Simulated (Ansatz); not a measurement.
Species: C4H6B, net charge 0, doublet state. It need not be the lowest isomer of its formula. 
Geometry from a B3LYP-D3(BJ)/def2-TZVP (Ansatz, a first-principles code) optimisation:
SMILES: C#CB([CH2])C
```xyz
11

C      2.2803    -0.1283    -0.1524
C      1.0777    -0.0369    -0.0660
B     -0.4384     0.0764     0.0424
C     -1.0307     1.4358     0.4175
C     -1.3310    -1.1877    -0.2305
H      3.3378    -0.2091    -0.2284
H     -2.1000     1.5980     0.5147
H     -0.4225     2.3137     0.6076
H     -2.4012    -1.0026    -0.1274
H     -1.0554    -2.0030     0.4472
H     -1.1440    -1.5768    -1.2372
```
Charge 0, spin multiplicity 2.

Dipole moments at this geometry, in debye (magnitudes).

| level | program | dipole (D) |
|---|---|---|
| SVWN5/def2-TZVPD | Ansatz | 0.39 |
| PBE/def2-TZVPD | Ansatz | 0.40 |
| BLYP/def2-TZVPD | Ansatz | 0.41 |
| revPBE/def2-TZVPD | Ansatz | 0.41 |
| r2SCAN/def2-TZVPD | Ansatz | 0.37 |
| B97M-V/def2-TZVPD | Ansatz | 0.39 |
| PBE0/def2-TZVPD | Ansatz | 0.43 |
| r2SCANh/def2-TZVPD | Ansatz | 0.38 |
| r2SCAN0/def2-TZVPD | Ansatz | 0.39 |
| HSE06/def2-TZVPD | Ansatz | 0.43 |
| LC-wPBE/def2-TZVPD | Ansatz | 0.46 |
| wB97M-V/def2-TZVPD | Ansatz | 0.49 |
| wB97X-V/def2-TZVPD | Ansatz | 0.47 |
| CCSD(T)/aug-cc-pVDZ | Ansatz | 0.43 |
